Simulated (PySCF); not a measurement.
Correlation energy of P²⁺ (phosphorus, charge +2)

[Ne] 3s2 3p1, 2P determinant. Computed with PySCF 2.14 in x2c-TZVPall (5s5p2d1f, 37 functions), with the spin-free X2C one-electron Hamiltonian (Gaussian nucleus). Frozen: [Ne]; 3 electrons correlated.

MP2 pair energies summed by pair of shells (mhartree):

```csv
pair,energy,share (%)
3s-3s,-24.56,55.1
3s-3p,-20.02,44.9
```

Total MP2 correlation energy: -44.58 mhartree.

Same-spin part -2.79 and opposite-spin part -41.79 mhartree; SCS-MP2 scales them by 1/3 and 6/5 to -51.07 mhartree.

| level | correlation energy (mhartree) |
| --- | --- |
| CCSD | -63.65 |
| (T) | -0.99 |
| CCSD(T) | -64.64 |

Diagnostics: T1 = 0.012, D1 = 0.0270, largest double amplitude 0.108.

Question: Is a single reference adequate?

Answer: Mostly. T1 lies below 0.03, but a double amplitude of this size points to a near-degeneracy that CCSD handles and MP2 describes poorly.
